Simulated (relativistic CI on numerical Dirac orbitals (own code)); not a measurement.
# Ni+ in a cubic cluster: 3p photoemission with charge transfer

Computed with a charge-transfer multiplet model of a cubic metal-ligand cluster with up to one ligand hole, Slater and spin-orbit integrals from Dirac-Coulomb-Breit ions, Slater integrals scaled by 0.8. The ground state mixes d9 with configurations of k ligand holes L, whose averages lie at kΔ + k(k − 1)U_dd/2; a core hole lowers each added d electron by U_cd. 300 K, Lorentzian 0.9 eV and Gaussian 0.8 eV FWHM.

Atomic integrals in eV (Slater integrals scaled, ζ unscaled), ground: F2dd 9.736, F4dd 6.042, zeta_d 0.072; with the core hole: F2dd 9.736, F4dd 6.042, zeta_d 0.080, zeta_core 1.430, F2cd 10.863, G1cd 13.457, G3cd 8.141.

Cluster parameters (eV): U_dd = 7.6, U_cd = 9.4, 10Dq = 0.5, 10Dq(ligand) = 0.5, V(eg) = 1.9, V(t2g) = -0.94, final-state hopping factor = 0.9.

Weights, n_d and S are thermal averages at 300 K. Binding energies count from the first peak over 30 % of the highest in each spectrum, which can be another peak from case to case. The parameters are a model scan and need not match a compound or its usual spin state. Peaks in eV (height, largest 100): 0.0 (100), 5.6 (40), 12.3 (32).

(1) Which parameters give this spectrum?
A. Δ = 5.8 eV
B. Δ = 4.8 eV
C. Δ = 6.8 eV
D. Δ = 9.8 eV
E. Δ = 8.8 eV

## Answers

(1) E. Δ = 8.8 eV; the ground state then has 9.04 d electrons and S = 0.50. The choice follows from running the model for each set and comparing peak positions and heights.
